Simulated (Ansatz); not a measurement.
Ansatz (a program for electronic structure) input for Nb(NMe)(F)2(Cl) (CH3ClF2NNb), SMILES C[N]=[Nb]([F])([F])[Cl], multiplicity 1, PBE-D3(BJ)/def2-SVP. 

Ansatz 0.2 input:
```yaml
crystal:
  periodic: [false, false, false]
  atoms:
    - {symbol: Nb, position_ang: [-0.31459880, 0.09879230, -0.00000000]}
    - {symbol: N, position_ang: [0.46345952, -1.44245193, 0.00000001]}
    - {symbol: C, position_ang: [1.10394236, -2.70623549, 0.00000000]}
    - {symbol: H, position_ang: [0.82508494, -3.28859064, 0.89425452]}
    - {symbol: H, position_ang: [2.20011810, -2.58160407, 0.00000001]}
    - {symbol: H, position_ang: [0.82508495, -3.28859064, -0.89425452]}
    - {symbol: F, position_ang: [-1.34881291, 0.17109402, 1.55366137]}
    - {symbol: F, position_ang: [-1.34881290, 0.17109400, -1.55366137]}
    - {symbol: Cl, position_ang: [1.37994260, 1.66842267, 0.00000000]}
basis:
  gaussian:
    orbitals: def2-SVP
hamiltonian:
  xc: pbe
  dispersion: d3bj
relax: {f_tol: 0.002, max_steps: 200}
```

Program output:

```
WARN ansatz: RAYON_NUM_THREADS=1 ignored (pool sized by the plan → 1); use --threads N
Functional definition: PBE
integrals: 0.07 GiB planned
1272 factors; their error is unknown
mean field: 0.35 GiB planned
mean field evaluation 1: about -22051.0115 eV, gradient 8.7e1 eV
mean field evaluation 2: about -21861.6416 eV, gradient 2.7e2 eV
mean field evaluation 4: about -22061.9713 eV, gradient 4.5e1 eV
mean field evaluation 8: about -22066.7649 eV, gradient 1.4e0 eV
mean field evaluation 16: about -22066.7115 eV, gradient 5.3e-4 eV
mean field -22066.71151336 eV, -810.9366907618 hartree, gradient 3.2e-5 eV, S^2 0.000000; 0 other end points of the search recorded, 0 dependent functions left out
the calculation of the forces begins
reference -22066.71158496 eV, -810.9366933929 hartree; 32, 32 occupied and 88, 88 virtual orbitals, 1272 factors
relax step   1: F+E_penalty+E_count = -22066.91929703 eV  Δ(F+E_penalty+E_count) = +0.000e0 eV  max|allowed force component| = 9.780e-1 eV/Å  Δτ_max = 0.0000 Å  (34 SCF iters, accepted)
these checks for a lower state are left out or cut short: starts, cluster_reference, orbital_swaps, neighbouring_geometries, increment
integrals: 0.07 GiB planned
1272 factors; their error is unknown
mean field: 0.35 GiB planned
mean field -22066.73978277 eV, -810.9377296434 hartree, gradient 2.4e-5 eV, S^2 0.000000; 0 other end points of the search recorded, 0 dependent functions left out
the calculation of the forces begins
reference -22066.73985444 eV, -810.9377322773 hartree; 32, 32 occupied and 88, 88 virtual orbitals, 1272 factors
relax step   2: F+E_penalty+E_count = -22066.94578788 eV  Δ(F+E_penalty+E_count) = -2.649e-2 eV  max|allowed force component| = 9.069e-2 eV/Å  Δτ_max = 0.0236 Å  (35 SCF iters, accepted)
these checks for a lower state are left out or cut short: starts, cluster_reference, orbital_swaps, neighbouring_geometries, increment
integrals: 0.07 GiB planned
1272 factors; their error is unknown
mean field: 0.35 GiB planned
mean field evaluation 32: about -22066.7407 eV, gradient 1.8e-1 eV
mean field -22066.74077702 eV, -810.9377661813 hartree, gradient 2.5e-5 eV, S^2 0.000000; 0 other end points of the search recorded, 0 dependent functions left out
the calculation of the forces begins
reference -22066.74084874 eV, -810.9377688172 hartree; 32, 32 occupied and 88, 88 virtual orbitals, 1272 factors
relax step   3: F+E_penalty+E_count = -22066.94667467 eV  Δ(F+E_penalty+E_count) = -8.868e-4 eV  max|allowed force component| = 2.196e-2 eV/Å  Δτ_max = 0.0085 Å  (36 SCF iters, accepted)
these checks for a lower state are left out or cut short: starts, cluster_reference, orbital_swaps, neighbouring_geometries, increment
integrals: 0.07 GiB planned
1272 factors; their error is unknown
mean field: 0.35 GiB planned
mean field -22066.74081227 eV, -810.9377674767 hartree, gradient 1.2e-5 eV, S^2 0.000000; 0 other end points of the search recorded, 0 dependent functions left out
the calculation of the forces begins
reference -22066.74088400 eV, -810.9377701129 hartree; 32, 32 occupied and 88, 88 virtual orbitals, 1272 factors
relax step   4: F+E_penalty+E_count = -22066.94670095 eV  Δ(F+E_penalty+E_count) = -2.628e-5 eV  max|allowed force component| = 8.000e-3 eV/Å  Δτ_max = 0.0018 Å  (28 SCF iters, accepted)
these checks for a lower state are left out or cut short: starts, cluster_reference, orbital_swaps, neighbouring_geometries, increment
integrals: 0.07 GiB planned
1272 factors; their error is unknown
mean field: 0.35 GiB planned
mean field -22066.74081862 eV, -810.9377677102 hartree, gradient 4.0e-5 eV, S^2 0.000000; 0 other end points of the search recorded, 0 dependent functions left out
the calculation of the forces begins
reference -22066.74089036 eV, -810.9377703465 hartree; 32, 32 occupied and 88, 88 virtual orbitals, 1272 factors
relax step   5: F+E_penalty+E_count = -22066.94670268 eV  Δ(F+E_penalty+E_count) = -1.727e-6 eV  max|allowed force component| = 3.125e-3 eV/Å  Δτ_max = 0.0006 Å  (22 SCF iters, accepted)
these checks for a lower state are left out or cut short: starts, cluster_reference, orbital_swaps, neighbouring_geometries, increment
integrals: 0.07 GiB planned
1272 factors; their error is unknown
mean field: 0.35 GiB planned
mean field -22066.74082501 eV, -810.9377679450 hartree, gradient 7.6e-6 eV, S^2 0.000000; 0 other end points of the search recorded, 0 dependent functions left out
the calculation of the forces begins
reference -22066.74089675 eV, -810.9377705812 hartree; 32, 32 occupied and 88, 88 virtual orbitals, 1272 factors
relax step   6: F+E_penalty+E_count = -22066.94670367 eV  Δ(F+E_penalty+E_count) = -9.910e-7 eV  max|allowed force component| = 4.842e-4 eV/Å  Δτ_max = 0.0008 Å  (26 SCF iters, accepted)
integrals: 0.07 GiB planned
1272 factors; their error is unknown
mean field: 0.35 GiB planned
mean field evaluation 64: about -22066.6930 eV, gradient 7.0e0 eV
mean field -22066.74082501 eV, -810.9377679450 hartree, gradient 7.6e-6 eV, S^2 0.000000; 1 other end points of the search recorded, 0 dependent functions left out
the calculation of the forces begins
reference -22066.74089675 eV, -810.9377705812 hartree; 32, 32 occupied and 88, 88 virtual orbitals, 1272 factors
Total energy: -22066.94677540 eV, -810.9453364823 hartree
Atom 0 at    -0.321512     0.115659     0.000000 Å, force     0.000484     0.000214    -0.000000 eV/Å
Atom 1 at     0.468274    -1.446419     0.000000 Å, force     0.000251     0.000114     0.000000 eV/Å
Atom 2 at     1.108449    -2.715869     0.000000 Å, force     0.000109     0.000201    -0.000000 eV/Å
Atom 3 at     0.829149    -3.306667     0.900363 Å, force    -0.000169     0.000000    -0.000146 eV/Å
Atom 4 at     2.214851    -2.597514     0.000000 Å, force     0.000066    -0.000086     0.000000 eV/Å
Atom 5 at     0.829149    -3.306667    -0.900363 Å, force    -0.000169     0.000000     0.000146 eV/Å
Atom 6 at    -1.362408     0.184049     1.566360 Å, force    -0.000167    -0.000085     0.000109 eV/Å
Atom 7 at    -1.362408     0.184049    -1.566360 Å, force    -0.000167    -0.000085    -0.000109 eV/Å
Atom 8 at     1.381865     1.691309     0.000000 Å, force    -0.000240    -0.000273    -0.000000 eV/Å
Dipole moment:     0.157003    -0.403294     0.000000 e Å
```

The calculation finished and met its thresholds.
